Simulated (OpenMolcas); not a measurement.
**Ar V: the spin-orbit constant, Slater's ratio, worked from levels**

- Program: OpenMolcas
- Basis: ANO-RCC-VTZP [5s4p2d1f]
- Scalar Hamiltonian: DKH2, point nucleus
- Active space: 4 electrons in 8 orbitals (3s 3p 4s 4p)
- State averaging: 2S+1 = 3 even, 6 roots; 2S+1 = 1 even, 11 roots; 2S+1 = 5 odd, 1 root; 2S+1 = 3 odd, 9 roots; 2S+1 = 1 odd, 8 roots
- Spin-orbit coupling: state interaction with AMFI integrals over the reference wave functions, term energies averaged over their components

Methods: CASSCF; MS-CASPT2, IPEA 0.25 Eh, imaginary shift 0.1 Eh (closed shells correlated: 2s 2p). Measured levels: Saloman, J. Phys. Chem. Ref. Data 39, 033101 (2010).

**The spin-orbit constant.** For the Hund term 3P of p2, E(J) = (A/2) J(J+1) + constant and ζ = 2S·A = 2A. From J = 0 to J = 2 the energy changes by 3 A.

```tsv
Source	E(2) - E(0)	A	ζ
CASSCF	1878.6	626.2	1252
MS-CASPT2	1872.4	624.1	1248
measured	2028.8	676.3	1353
```

All in cm-1. MS-CASPT2 is off by -7.7 % and CASSCF by -7.4 %. Both methods take the spin-orbit matrix elements from the reference wave functions, so the second can move ζ only through the term energies and any multistate remixing. Second-order mixing with other terms is absorbed into this ζ.

**Slater's ratio.** With one set of orbitals, p2 has 1D - 3P = 6 F2 and 1S - 1D = 9 F2 (F2 = F²/25), a ratio of 3/2. Term energies are centres of gravity, weighted by 2J + 1.

```json
{"Source": "CASSCF", "1D - 3P": "18007", "1S - 3P": "33807", "F2 from the first": "3001", "Ratio": "0.877"}
{"Source": "MS-CASPT2", "1D - 3P": "15288", "1S - 3P": "36050", "F2 from the first": "2548", "Ratio": "1.358"}
{"Source": "measured", "1D - 3P": "14917", "1S - 3P": "36531", "F2 from the first": "2486", "Ratio": "1.449"}
```

Energies in cm-1. A ratio away from 3/2 shows effects beyond one configuration with one set of orbitals, and in heavier atoms second-order spin-orbit shifts. In CASSCF the valence s occupation is 1.91 in 1S against 1.98 in 1D: mixing out of s² acts most on 1S and pulls it down.

CASPT2 does not keep the components of a term degenerate, so their means are used; among the terms shown or strongly mixed into the levels shown the widest spread is 70 cm-1 (3s2 3p2 1D, MS-CASPT2). Over all roots computed the reference weight is 0.85 to 0.99 in MS-CASPT2; the roots of lowest weight are the least certain, and an intruder state may touch them. Active for correlation alone: 4p 4s; no level in the range computed is led by a configuration that fills them, so any true level of that kind is missing. Measured partners are found by configuration, term and J. A level has none where our copy of the source lacks it or the pairing is in doubt (some pairs that miss far off the trend of their configuration count as doubtful), and it then counts in no deviation. Levels of configurations outside the active space are missing.
